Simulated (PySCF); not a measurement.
Excitations are Tamm–Dancoff values on a coarser integration grid. The basis has no diffuse functions, so Rydberg states are missing or too high.

Z-matrix (Å, degrees):
```
B
N 1 1.3876
H 2 1.0069 1 123.31
H 2 1.0069 3 113.38 1 180.00
H 1 1.1928 2 119.04 3 179.99
H 1 1.1928 5 121.92 2 180.00
```
Charge 0, multiplicity 1.

Problem. Give the T1 excitation (TDA), HOMO, brightest of the four lowest singlets (TDA), S1 excitation (TDA), S1–T1 gap (TDA), total energy, HOMO–LUMO gap and LUMO at the level M06-2X/def2-TZVP // B3LYP-D3(BJ)/def2-TZVP in PySCF.

Solution. 
The T1 excitation (TDA) is 6.26 eV and the HOMO is -10.05 eV. The brightest of the four lowest singlets (TDA) comes out as 8.58 eV, the S1 excitation (TDA) comes out as 7.24 eV and the S1–T1 gap (TDA) is 0.99 eV. The total energy is -82.0300 Ha and the HOMO–LUMO gap is 11.15 eV. The LUMO is 1.10 eV.
